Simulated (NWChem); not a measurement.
System: CuF; SMILES [Cu][F]

NWChem input:

```
start job
memory heap 200 mb stack 900 mb global 1100 mb
geometry units angstroms noautoz
  Cu     0.000000     0.000000    -0.423717
  F      0.000000     0.000000     1.326289
end
basis spherical
  * library 6-31g*
end
dft
  xc m06-2x
  grid coarse
  iterations 150
  mulliken
end
task dft gradient
```

NWChem printed, in part:

```
             Northwest Computational Chemistry Package (NWChem) 7.3.0
             --------------------------------------------------------

 ORDER OF PRIMARY AXIS IS BEING SET TO 4
 C4V symmetry detected

                             Geometry "geometry" -> ""
                             -------------------------

 Output coordinates in angstroms (scale by  1.889725989 to convert to a.u.)

  No.       Tag          Charge          X              Y              Z
 ---- ---------------- ---------- -------------- -------------- --------------
    1 Cu                  29.0000     0.00000000     0.00000000    -0.41447511
    2 F                    9.0000     0.00000000     0.00000000     1.33553089

 Effective nuclear repulsion energy (a.u.)      78.9227362586

      Symmetry information
      --------------------

 Group name             C4v
 Group number             18
 Group order               8
 No. of unique centers     2

                                 NWChem DFT Module
                                 -----------------

 Summary of "ao basis" -> "ao basis" (spherical)
 ------------------------------------------------------------------------------
       Tag                 Description            Shells   Functions and Types
 ---------------- ------------------------------  ------  ---------------------
 Cu                          6-31g*                 12       34   5s4p2d1f
 F                           6-31g*                  6       14   3s2p1d

      Symmetry analysis of basis
      --------------------------

        a1         18
        a2          0
        b1          4
        b2          4
        e          22

            General Information
            -------------------
          SCF calculation type: DFT
          Wavefunction type:  closed shell.
          No. of atoms     :     2
          No. of electrons :    38
           Alpha electrons :    19
            Beta electrons :    19
          Charge           :     0
          Spin multiplicity:     1
          Use of symmetry is: on ; symmetry adaption is: on
          Maximum number of iterations: 150
          AO basis - number of functions:    48
                     number of shells:    18
          Convergence on energy requested:  1.00D-06
          Convergence on density requested:  1.00D-05
          Convergence on gradient requested:  5.00D-04

              XC Information
              --------------
                       M06-2X Method XC Functional
                     Hartree-Fock (Exact) Exchange  0.540
                        M06-2X Exchange Functional  1.000
                      M06-2X Correlation Potential  1.000

             Grid Information
             ----------------
          Grid used for XC integration:  coarse
          Radial quadrature: Mura-Knowles
          Angular quadrature: Lebedev.
          Tag              B.-S. Rad. Rad. Pts. Rad. Cut. Ang. Pts.
          ---              ---------- --------- --------- ---------
          Cu                  1.35       95           7.0       302
          F                   0.50       35           7.0       302
          Grid pruning is: on
          Number of quadrature shells:   130
          Spatial weights used:  Erf1

      Superposition of Atomic Density Guess
      -------------------------------------

 Sum of atomic energies:       -1738.02003830

      Non-variational initial energy
      ------------------------------

 Total energy =   -1737.499816
 1-e energy   =   -2580.441101
 2-e energy   =     764.018549
 HOMO         =      -0.526560
 LUMO         =      -0.202159

      Symmetry analysis of molecular orbitals - initial
      -------------------------------------------------

 !! scf_movecs_sym_adapt:    8 vectors were symmetry contaminated

  Symmetry fudging

 !! scf_movecs_sym_adapt:    8 vectors were symmetry contaminated

  Numbering of irreducible representations:

     1 a1          2 a2          3 b1          4 b2          5 e

  Orbital symmetries:

     1 a1          2 a1          3 a1          4 e           5 e
     6 a1          7 a1          8 a1          9 e          10 e
    11 a1         12 a1         13 e          14 e          15 b1
    16 b2         17 e          18 e          19 a1         20 a1
    21 e          22 e          23 a1         24 a1         25 e
    26 e          27 a1         28 e          29 e

     ---------------------------------------------
      Total Density - Mulliken Population Analysis
     ---------------------------------------------

    Atom       Charge   Shell Charges
 -----------   ------   -------------------------------------------------------
    1 Cu  29    28.23   2.00  2.00  6.00  2.00  6.00  0.16  0.06  0.04  0.02  6.73  3.22  0.00
    2 F    9     9.77   2.00  0.96  3.53  1.01  2.27  0.01

[...]

                         DFT ENERGY GRADIENTS

    atom               coordinates                        gradient
                 x          y          z           x          y          z
   1 Cu      0.000000   0.000000  -0.783244    0.000000   0.000000  -0.030626
   2 F       0.000000   0.000000   2.523787    0.000000   0.000000   0.030626
```

Level: M06-2X/6-31G* (spherical d). Structure relaxed at the PBE0/def2-SVP level.
